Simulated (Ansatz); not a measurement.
`[CH3][Mo]([NH2])(=[O])=[O]` and `[CH3][Mo]([CH3])(=[O])=[O]` differ in one atom or group.

Ansatz, PBE0-D4/def2-TZVP geometries, multiplicity 1. Each molecule was computed in one conformer, which needn't be the lowest.

Elements past krypton have def2 core potentials.

| property | `[CH3][Mo]([NH2])(=[O])=[O]` |
| --- | --- |
| HOMO–LUMO gap (ωB97M-V/def2-TZVPP) / eV | 11.01 |
| HOMO–LUMO gap (B3LYP/def2-TZVPP) / eV | 6.06 |
| HOMO energy (B3LYP/def2-TZVPP) / eV | -8.34 |
| LUMO energy (ωB97M-V/def2-TZVPP) / eV | 0.08 |
| size of the dipole moment (B3LYP/def2-TZVPP) / D | 3.98 |
| HOMO–LUMO gap (PBE/def2-TZVPP) / eV | 4.36 |

**Question.** What does the change do to each property? (Estimate.)

**Answer.** Computed: 
```tsv
property	`[CH3][Mo]([CH3])(=[O])=[O]`	shift
HOMO–LUMO gap (ωB97M-V/def2-TZVPP) / eV	10.31	-0.70
HOMO–LUMO gap (B3LYP/def2-TZVPP) / eV	5.42	-0.64
HOMO energy (B3LYP/def2-TZVPP) / eV	-8.38	-0.04
LUMO energy (ωB97M-V/def2-TZVPP) / eV	-0.63	-0.71
size of the dipole moment (B3LYP/def2-TZVPP) / D	3.41	-0.57
HOMO–LUMO gap (PBE/def2-TZVPP) / eV	3.74	-0.62
```

The zero-point energy changes by 23.3 kJ/mol with +3 modes. Dipoles are sizes alone; their direction can turn.

B3LYP here is the variant with VWN-RPA as its local correlation; programs differ in this.
